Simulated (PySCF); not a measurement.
CH8FNSi2, SMILES NC[SiH2][SiH2]F. The structure is a stationary point at B3LYP-D3(BJ)/def2-SVP. The structure was generated by enumeration, and PubChem lists no compound with its InChIKey, so it may never have been made. The values are those of a single conformer.

### Question
Give the equilibrium geometry at B3LYP-D3(BJ)/def2-SVP (PySCF confirms it by a frequency run) as Cartesian coordinates in Å. (The exact figures need the calculation; the answer reports its results.)

### Answer
One answer among several that fit: 
```xyz
13

N     -2.7191     1.0560     1.0191
C     -1.5573     0.1741     0.8699
Si    -0.0837     0.9207    -0.0933
Si     1.6905    -0.6009    -0.3415
F      1.0642    -1.9650    -1.0019
H     -2.4574     1.9188     1.4970
H     -3.0768     1.3358     0.1052
H     -1.8705    -0.7570     0.3668
H     -1.2126    -0.1413     1.8702
H      0.4139     2.1393     0.6207
H     -0.5576     1.3559    -1.4439
H      2.2892    -0.9697     0.9751
H      2.7753    -0.1107    -1.2404
```
Charge 0, spin multiplicity 1.
